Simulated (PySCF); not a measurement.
PySCF input for ZrF3Cl, SMILES [F][Zr]([F])([F])[Cl], multiplicity 1, TDA-PBE/def2-SVPD. Geometry optimised at r2SCAN-D4/def2-SVP. The spin state was assumed, not searched. The def2 effective core potentials stand for the cores of Zr; spin–orbit coupling is left out.

```python
import numpy as np
from pyscf import gto, scf, dft, tdscf

mol = gto.M(
    atom='''
    Zr    0.00000000   -0.00000000   -0.26644563
    F    -1.54080379    0.88958349   -0.91766733
    F     1.54080380    0.88958349   -0.91766732
    F    -0.00000000   -1.77916697   -0.91766732
    Cl   -0.00000000    0.00000000    2.08440253
    ''',
    basis='def2-SVPD',
    ecp={'Zr': 'def2-svp'},
    charge=0,
    spin=0,
    symmetry=True,
    max_memory=1600,
    verbose=4,
)
mf = dft.RKS(mol, xc='pbe').density_fit(auxbasis='def2-universal-jkfit')
mf.grids.level = 3
mf.conv_tol = 1e-9
mf.max_cycle = 100
mf.kernel()
mf.grids = dft.Grids(mol).set(level=1).build(with_non0tab=True)  # coarser grid for the response kernel
td = tdscf.TDA(mf)
td.singlet = True
td.nstates = 10
td.conv_tol = 1e-4
td.positive_eig_threshold = 1e-6
td.kernel(x0=td.get_init_guess(mf, 15))
td.analyze()
tt = tdscf.TDA(mf)
tt.singlet = False
tt.nstates = 4
tt.conv_tol = 1e-4
tt.positive_eig_threshold = 1e-6
tt.kernel(x0=tt.get_init_guess(mf, 9))
tt.analyze(verbose=3)
```

It prints:

```
PySCF version 2.14.0

[INPUT] verbose = 4
[INPUT] num. atoms = 5
[INPUT] num. electrons = 56
[INPUT] charge = 0
[INPUT] spin (= nelec alpha-beta = 2S) = 0
[INPUT] symmetry True subgroup None
[INPUT] Mole.unit = angstrom
[INPUT] Symbol           X                Y                Z      unit          X                Y                Z       unit  Magmom
[INPUT]  1 Zr     0.000000000000   0.000000000000  -0.266445630000 AA    0.000000000000   0.000000000000  -0.503509267787 Bohr   0.0
[INPUT]  2 F     -1.540803790000   0.889583490000  -0.917667330000 AA   -2.911697174792   1.681069161035  -1.734139927161 Bohr   0.0
[INPUT]  3 F      1.540803800000   0.889583490000  -0.917667320000 AA    2.911697193689   1.681069161035  -1.734139908264 Bohr   0.0
[INPUT]  4 F      0.000000000000  -1.779166970000  -0.917667320000 AA    0.000000000000  -3.362138303172  -1.734139908264 Bohr   0.0
[INPUT]  5 Cl     0.000000000000   0.000000000000   2.084402530000 AA    0.000000000000   0.000000000000   3.938949915051 Bohr   0.0

nuclear repulsion = 247.747457632406
point group symmetry = C3v, use subgroup Cs
symmetry origin: [2.02470654e-09 2.02470662e-09 1.79973911e-09]
symmetry axis x: [1.59501451e-09 1.00000000e+00 2.86845524e-09]
symmetry axis y: [ 9.89037585e-10 -2.86845524e-09  1.00000000e+00]
symmetry axis z: [ 1.00000000e+00 -1.59501451e-09 -9.89037589e-10]
num. orbitals of irrep A' = 81
num. orbitals of irrep A" = 49
number of shells = 50
number of NR pGTOs = 204
number of NR cGTOs = 130
basis = def2-SVPD
ecp = {'Zr': 'def2-svp'}


[settings echo left out]
init E= -800.135591898021
HOMO (A") = -0.529939990183447  LUMO (A') = -0.441157002748923  gap/eV = 2.41591
cycle= 1 E= -805.529164876249  delta_E= -5.39  |g|= 1.75  |ddm|= 4.65
HOMO (A") = -0.128510139940358  LUMO (A') = -0.0840497582085931  gap/eV = 1.20983
cycle= 2 E= -805.14491143706  delta_E= 0.384  |g|= 2.04  |ddm|= 4.03
HOMO (A') = -0.345272579211368  LUMO (A") = -0.0743315839874343  gap/eV = 7.37268
cycle= 3 E= -806.300021975281  delta_E= -1.16  |g|= 0.283  |ddm|= 2.36
HOMO (A") = -0.313525453434291  LUMO (A") = -0.119121218947486  gap/eV = 5.29001
cycle= 4 E= -806.265777620767  delta_E= 0.0342  |g|= 0.552  |ddm|= 0.762
HOMO (A') = -0.310655062425603  LUMO (A") = -0.107721818911504  gap/eV = 5.52209
cycle= 5 E= -806.32142048472  delta_E= -0.0556  |g|= 0.0606  |ddm|= 0.374
HOMO (A') = -0.319669303440477  LUMO (A") = -0.1069169479431  gap/eV = 5.78929
cycle= 6 E= -806.322290472873  delta_E= -0.00087  |g|= 0.0183  |ddm|= 0.081
HOMO (A') = -0.317107668198929  LUMO (A") = -0.104495572200947  gap/eV = 5.78547
cycle= 7 E= -806.322377618071  delta_E= -8.71e-05  |g|= 0.00249  |ddm|= 0.0292
HOMO (A') = -0.317586568518983  LUMO (A") = -0.104492276081869  gap/eV = 5.79859
cycle= 8 E= -806.322379519997  delta_E= -1.9e-06  |g|= 0.000643  |ddm|= 0.00397
HOMO (A') = -0.31749314546763  LUMO (A") = -0.104478980846401  gap/eV = 5.79641
cycle= 9 E= -806.322379645163  delta_E= -1.25e-07  |g|= 0.000158  |ddm|= 0.00089
HOMO (A") = -0.317512793982405  LUMO (A") = -0.104479229135348  gap/eV = 5.79694
cycle= 10 E= -806.322379651618  delta_E= -6.46e-09  |g|= 4.95e-05  |ddm|= 0.000218
HOMO (A') = -0.317509312162649  LUMO (A") = -0.104478374075474  gap/eV = 5.79687
cycle= 11 E= -806.322379651941  delta_E= -3.23e-10  |g|= 3.36e-05  |ddm|= 5.32e-05
HOMO (A') = -0.317508345754561  LUMO (A") = -0.104478197145661  gap/eV = 5.79685
cycle= 12 E= -806.322379652149  delta_E= -2.08e-10  |g|= 2.08e-06  |ddm|= 2.38e-05
HOMO (A') = -0.317508636794919  LUMO (A") = -0.10447847130762  gap/eV = 5.79685
Extra cycle  E= -806.322379652146  delta_E= 2.96e-12  |g|= 3.84e-06  |ddm|= 5.16e-06
converged SCF energy = -806.322379652146
tot grids = 30424
Overwritten attributes  positive_eig_threshold  of <class 'pyscf.tdscf.rks.TDA'>


******** <class 'pyscf.tdscf.rks.TDA'> for <class 'pyscf.df.df_jk.DFSymAdaptedRKS'> ********
nstates = 10 singlet
deg_eia_thresh = 1.000e-03
wfnsym = None
conv_tol = 0.0001
eigh lindep = 1e-12
eigh level_shift = 0
eigh max_cycle = 100


Excitation energies (eV)
[5.79504168 5.88080816 5.88085076 6.40254705 6.72042757 6.72044242
 6.8477368  6.84778915 7.19821285 7.28005262]

** Singlet excitation energies and oscillator strengths **
Excited State   1:   A"      5.79504 eV    213.95 nm  f=0.0000
      27 -> 30        0.50001
      28 -> 29       -0.49996
Excited State   2:   A'      5.88081 eV    210.83 nm  f=0.0014
      27 -> 29        0.49892
      28 -> 30       -0.49904
Excited State   3:   A"      5.88085 eV    210.83 nm  f=0.0014
      27 -> 30       -0.49895
      28 -> 29       -0.49900
Excited State   4:   A'      6.40255 eV    193.65 nm  f=0.0567
      26 -> 31       -0.21845
      27 -> 29       -0.43003
      27 -> 33       -0.19529
      28 -> 30       -0.42991
      28 -> 32       -0.19526
Excited State   5:   A'      6.72043 eV    184.49 nm  f=0.0050
      26 -> 30       -0.12323
      28 -> 31        0.69245
Excited State   6:   A"      6.72044 eV    184.49 nm  f=0.0050
      26 -> 29        0.12362
      27 -> 31       -0.69239
Excited State   7:   A'      6.84774 eV    181.06 nm  f=0.0012
      26 -> 30        0.68170
      28 -> 31        0.11846
Excited State   8:   A"      6.84779 eV    181.06 nm  f=0.0012
      26 -> 29       -0.68160
      27 -> 31       -0.11886
Excited State   9:   A"      7.19821 eV    172.24 nm  f=0.0000
      27 -> 32        0.49925
      28 -> 33       -0.50046
Excited State  10:   A'      7.28005 eV    170.31 nm  f=0.0011
      27 -> 33       -0.40864
      28 -> 32        0.40916
      28 -> 34        0.39065

** Transition electric dipole moments (AU) **
state          X           Y           Z        Dip. S.      Osc.
  1        -0.0000     -0.0000     -0.0000      0.0000      0.0000
  2        -0.0000      0.0980      0.0002      0.0096      0.0014
  3        -0.0978     -0.0000      0.0000      0.0096      0.0014
  4        -0.0000      0.0001      0.6011      0.3613      0.0567
  5        -0.0000     -0.1746     -0.0001      0.0305      0.0050
  6         0.1745      0.0000     -0.0000      0.0304      0.0050
  7         0.0000     -0.0862     -0.0001      0.0074      0.0012
  8         0.0860     -0.0000      0.0000      0.0074      0.0012
  9        -0.0006     -0.0000     -0.0000      0.0000      0.0000
 10         0.0000      0.0793      0.0001      0.0063      0.0011

WARN: ECP detected. Skipping calculation of transition velocity and magnetic dipole moments, which have not yet been implemented.



******** <class 'pyscf.tdscf.rks.TDA'> for <class 'pyscf.df.df_jk.DFSymAdaptedRKS'> ********
nstates = 4 triplet
deg_eia_thresh = 1.000e-03
wfnsym = None
conv_tol = 0.0001
eigh lindep = 1e-12
eigh level_shift = 0
eigh max_cycle = 100


Excitation energies (eV)
[5.52546495 5.63466958 5.63514314 5.78857397]

** Triplet excitation energies and oscillator strengths **
Excited State   1:   A'      5.52546 eV    224.39 nm  f=0.0000
Excited State   2:   A'      5.63467 eV    220.04 nm  f=0.0000
Excited State   3:   A"      5.63514 eV    220.02 nm  f=0.0000
Excited State   4:   A"      5.78857 eV    214.19 nm  f=0.0000
```

Self-consistency was reached.
